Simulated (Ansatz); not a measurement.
Cost and result for the atomization energy of C3H8AlCl (`CC(Cl)[CH2][AlH2]`) (13 atoms, 12 bonds).

Z-matrix (Å, degrees):
```
C
C 1 1.512
H 1 1.090 2 111.4
H 1 1.096 2 109.7 3 119.5
H 1 1.092 2 110.5 3 -120.6
Cl 2 1.820 1 108.2 3 54.4
C 2 1.507 1 113.4 3 177.6
H 2 1.091 1 110.0 3 -57.7
Al 7 1.966 2 115.6 1 63.7
H 7 1.098 2 110.2 1 -175.1
H 7 1.097 2 110.0 1 -59.7
H 9 1.590 7 120.5 2 13.1
H 9 1.587 7 119.1 2 -168.3
```

Total charge 0; spin multiplicity 1. The geometry is a stationary point of PBE0-D4/def2-TZVP. It is one conformer, not always the lowest. Program: Ansatz. All runs use 4 threads of an INTEL XEON PLATINUM 8581C on a shared host. Times are those of one run each, without the atoms' runs, and a repeat can differ threefold. Electronic energies, without spin–orbit coupling; frozen cores. CCSD(T)/CBS adds CCSD(T) − MP2 in def2-TZVPP to the MP2 limit, and its time is that of the two runs behind it. T1 = 0.009.

CCSD(T)/CBS is a level of theory with its own doubt, some kJ/mol a heavy atom from the limit and from the frozen cores, so smaller differences don't rank the functionals.

```csv
level,functions,wall time
revPBE-D4/def2-TZVPP,289,1.7 s
BLYP-D4/def2-TZVPP,289,1.8 s
PBE-D4/def2-TZVPP (with forces),289,2.1 s
PBE0-D4/def2-TZVPP,289,2.5 s
BHLYP-D4/def2-TZVPP,289,2.6 s
r2SCAN-D4/def2-TZVPP (with forces),289,3.3 s
CCSD(T)/def2-SVP,118,3.3 s
B2PLYP/def2-TZVPP,289,4.4 s
PBE-QIDH/def2-TZVPP,289,4.5 s
B97M-V/def2-TZVPP,289,5.5 s
MP2/def2-QZVPP,551,21 s
CCSD(T)/def2-TZVPP,289,110 s
CCSD(T)/CBS(def2),–,2.1 min
```

Q: What atomization energy does each give, and how far from CCSD(T)/CBS? (Estimate.)

A: The calculation gave: 
```csv
level,atomization (kJ/mol),difference from CCSD(T)/CBS,per bond
revPBE-D4/def2-TZVPP,4518.6,-34.0,-2.8
BLYP-D4/def2-TZVPP,4508.5,-44.1,-3.7
PBE-D4/def2-TZVPP (with forces),4607.4,54.8,4.6
PBE0-D4/def2-TZVPP,4564.2,11.6,1.0
BHLYP-D4/def2-TZVPP,4451.6,-101.0,-8.4
r2SCAN-D4/def2-TZVPP (with forces),4564.1,11.5,1.0
CCSD(T)/def2-SVP,4349.2,-203.4,-16.9
B2PLYP/def2-TZVPP,4492.8,-59.8,-5.0
PBE-QIDH/def2-TZVPP,4538.9,-13.7,-1.1
B97M-V/def2-TZVPP,4587.8,35.2,2.9
MP2/def2-QZVPP,4553.8,1.2,0.1
CCSD(T)/def2-TZVPP,4447.3,-105.3,-8.8
CCSD(T)/CBS(def2),4552.6,0.0,0.0
```

The D4 term adds +45.7 kJ/mol with B3LYP and +24.1 kJ/mol with PBE0; it sums over pairs of atoms, weighted by their polarisabilities, and B3LYP, whose exchange is more repulsive, gets the larger term. At CCSD(T), def2-SVP lies −203.4 kJ/mol from the extrapolated value and def2-TZVPP −105.3 kJ/mol: correlation converges slowly with the basis, and small sets miss more of it in the bonded molecule than in its fragments. From r2SCAN to r2SCAN0 (25 % exact exchange), in def2-TZVPP and without D4, the atomization energy moves by −42.0 kJ/mol: exact exchange takes away binding that semilocal exchange gives to molecules.

B3LYP here is the variant with VWN-RPA as its local correlation; programs differ in this.
